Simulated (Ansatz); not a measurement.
Mulliken charges of C2H3ClGe, SMILES `Cl[C]1=[CH][GeH2]1` from ωB97M-V/def2-TZVPP in Ansatz (PBE0-D4/def2-TZVP geometry).

```tsv
atom	x (Å)	y (Å)	z (Å)	charge (e)
Cl1	-1.274	-2.137	0.873	-0.035
C2	-0.377	-0.799	0.321	-0.087
C3	0.901	-0.494	0.211	-0.171
Ge4	-0.208	0.949	-0.415	0.098
H5	1.862	-0.946	0.416	0.136
H6	-0.438	2.182	0.463	0.030
H7	-0.403	1.177	-1.916	0.030
```

By hand: the dipole of these point charges (1 e Å = 4.8032 D).

Σ q r = (0.131, 0.294, -0.122) e Å, of length 0.344 e Å = 1.65 D.

How does the dipole of the full density compare? (Estimate.)

Computed: (0.153, 0.261, -0.108) e Å, 1.54 D; the point charges give 1.07 times that, at 6° from its direction.

Point charges leave out the atoms' own dipoles, such as those of lone pairs, and Mulliken's split depends on the basis, so the close match here is no proof of good charges.
